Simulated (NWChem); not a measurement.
System: CH4N2S anion, doublet; SMILES of the neutral closed-shell parent NC(N)=S

NWChem input:

```
start job
memory heap 200 mb stack 900 mb global 1100 mb
charge -1
geometry units angstroms noautoz
  N      1.179117    -1.067662    -0.073348
  C     -0.008311    -0.319288     0.222118
  N     -1.161429    -1.135939    -0.007068
  S     -0.003534     1.407746    -0.058579
  H      1.278231    -1.872050     0.547106
  H      1.992828    -0.467975     0.009540
  H     -1.173896    -1.485997    -0.981781
  H     -1.990828    -0.560955     0.109868
end
basis spherical
  * library 6-311++g**
end
dft
  odft
  mult 2
  xc pbe0
  iterations 150
  mulliken
end
task dft energy
```

Excerpt of the output:

```
             Northwest Computational Chemistry Package (NWChem) 7.3.0
             --------------------------------------------------------

 C1  symmetry detected

                             Geometry "geometry" -> ""
                             -------------------------

 Output coordinates in angstroms (scale by  1.889725989 to convert to a.u.)

  No.       Tag          Charge          X              Y              Z
 ---- ---------------- ---------- -------------- -------------- --------------
    1 N                    7.0000     1.17950466    -1.08136323    -0.09487434
    2 C                    6.0000    -0.00728257    -0.34341622     0.22811070
    3 N                    7.0000    -1.15980141    -1.16058544    -0.00223900
    4 S                   16.0000    -0.01266713     1.38842018    -0.02123596
    5 H                    1.0000     1.28915652    -1.89642900     0.50966768
    6 H                    1.0000     1.99176447    -0.47988764    -0.01072191
    7 H                    1.0000    -1.18245300    -1.49299351    -0.98292918
    8 H                    1.0000    -1.99002117    -0.59127470     0.13488788

 Effective nuclear repulsion energy (a.u.)     152.2119007127

                                 NWChem DFT Module
                                 -----------------

 Summary of "ao basis" -> "ao basis" (spherical)
 ------------------------------------------------------------------------------
       Tag                 Description            Shells   Functions and Types
 ---------------- ------------------------------  ------  ---------------------
 N                         6-311++g**               10       22   5s4p1d
 C                         6-311++g**               10       22   5s4p1d
 S                         6-311++g**               14       30   7s6p1d
 H                         6-311++g**                5        7   4s1p

            General Information
            -------------------
          SCF calculation type: DFT
          Wavefunction type:  spin polarized.
          No. of atoms     :     8
          No. of electrons :    41
           Alpha electrons :    21
            Beta electrons :    20
          Charge           :    -1
          Spin multiplicity:     2
          Use of symmetry is: off; symmetry adaption is: off
          Maximum number of iterations: 150
          AO basis - number of functions:   124
                     number of shells:    64
          Convergence on energy requested:  1.00D-06
          Convergence on density requested:  1.00D-05
          Convergence on gradient requested:  5.00D-04

              XC Information
              --------------
                         PBE0 Method XC Functional
                     Hartree-Fock (Exact) Exchange  0.250
          PerdewBurkeErnzerhof Exchange Functional  0.750
            Perdew 1991 LDA Correlation Functional  1.000 local
           PerdewBurkeErnz. Correlation Functional  1.000 non-local

             Grid Information
             ----------------
          Grid used for XC integration:  medium
          Radial quadrature: Mura-Knowles
          Angular quadrature: Lebedev.
          Tag              B.-S. Rad. Rad. Pts. Rad. Cut. Ang. Pts.
          ---              ---------- --------- --------- ---------
          N                   0.65       49          13.0       434
          C                   0.70       49          11.0       434
          S                   1.00       88          14.0       590
          H                   0.35       45          14.0       434
          Grid pruning is: on
          Number of quadrature shells:   415
          Spatial weights used:  Erf1

      Superposition of Atomic Density Guess
      -------------------------------------

 Sum of atomic energies:        -545.76457758

 Renormalizing density from      40.00 to     41

      Non-variational initial energy
      ------------------------------

 Total energy =    -555.948682
 1-e energy   =   -1077.863469
 2-e energy   =     369.702887
 HOMO         =       0.162389
 LUMO         =       0.178452

     ---------------------------------------------
      Total Density - Mulliken Population Analysis
     ---------------------------------------------

    Atom       Charge   Shell Charges
 -----------   ------   -------------------------------------------------------
    1 N    7     7.24   1.09  0.90  0.67  0.87  1.73  0.67  1.42 -0.15  0.01  0.02
    2 C    6     3.57   1.10  0.89  0.32  0.71  0.97  0.53  0.59 -1.05 -0.57  0.09
    3 N    7     7.58   1.09  0.90  0.68  0.86  1.76  0.69  1.44  0.12  0.02  0.02
    4 S   16    16.34   0.77  1.19  0.91  1.07  0.96  0.99  1.78  4.08  0.83  2.61  1.48 -0.40  0.03  0.02
    5 H    1     2.00   0.23  0.39  0.21  1.12  0.04
    6 H    1     1.09   0.24  0.39  0.12  0.31  0.04
    7 H    1     1.87   0.22  0.38  0.14  1.09  0.04
    8 H    1     1.31   0.24  0.39  0.12  0.52  0.04

     --------------------------------------------
      Spin Density - Mulliken Population Analysis
     --------------------------------------------

    Atom       Charge   Shell Charges
 -----------   ------   -------------------------------------------------------
    1 N    7    -0.11   0.00 -0.00  0.00  0.00  0.00 -0.00  0.00  0.02 -0.14 -0.00
    2 C    6    -1.58   0.00 -0.00  0.00  0.00  0.00  0.00  0.01 -1.15 -0.44  0.00
    3 N    7     0.16   0.00 -0.00  0.00  0.01  0.00 -0.00  0.00  0.30 -0.14  0.00
    4 S   16    -0.58   0.00 -0.00  0.00 -0.00  0.00  0.00  0.00 -0.00  0.00  0.00  0.00 -0.52 -0.07  0.00
    5 H    1     1.21   0.00 -0.00  0.09  1.12  0.00
    6 H    1     0.27   0.00  0.00 -0.00  0.27  0.00
    7 H    1     1.12   0.00  0.00  0.03  1.08  0.00
    8 H    1     0.50   0.00  0.00  0.01  0.49  0.00

[...]
```

Level: PBE0/6-311++G** (spherical d), spin-unrestricted. All runs use the structure optimised with B3LYP/def2-SVPD, spin-unrestricted. Not confirmed as a minimum by frequencies. This spin state was assumed; another may lie lower. No stability test was run on the SCF state. The highest occupied level is positive, so the extra electron may be held by the finite basis.
